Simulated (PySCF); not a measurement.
V: ionisation energy

V [Ar] 3d3 4s2 [3d3/2^3, M_J = 3/2] → V⁺ [Ar] 3d4 [3d3/2^4, M_J = 0], as a difference of total energies. Computed with PySCF 2.14 in x2c-QZVPPall-2c, with the two-component X2C-1e Hamiltonian. Correlated levels: [Ne] frozen; the 8 highest virtual spinors dropped. "Screened" scales the spin-orbit matrix elements by Boettger's factors to mimic the two-electron term; Breit and QED terms are absent.

```json
{"method": "GHF (spin-free)", "ionisation energy (eV)": "6.091"}
{"method": "GMP2 (spin-free)", "ionisation energy (eV)": "6.416"}
{"method": "GHF (screened spin-orbit)", "ionisation energy (eV)": "6.106"}
{"method": "GMP2 (screened spin-orbit)", "ionisation energy (eV)": "6.431"}
```

Q: How much does correlation contribute at GMP2 (screened spin-orbit)?

A: 6.431 − (6.106) = 0.325 eV, measured against GHF (screened spin-orbit).

Errors of the correlated levels include the incompleteness of this basis and the frozen core.

The labels give the starting determinants; with spin-orbit coupling the two ends relaxed to ⟨J²⟩ = 6.70, ⟨L²⟩ = 12.01, ⟨S²⟩ = 3.76 and ⟨J²⟩ = 3.96, ⟨L²⟩ = 6.01, ⟨S²⟩ = 6.00.

MP2 underrates the near-degeneracy of ns² with np² in the lower species.

The determinant of V and of V⁺ mixes levels of different J (the jj label is only the starting occupation), so the difference between spin-free and spin-orbit rows is not the physical spin-orbit shift.

For comparison: 6.746 eV (measured; NIST Atomic Spectra Database, ionization energies).
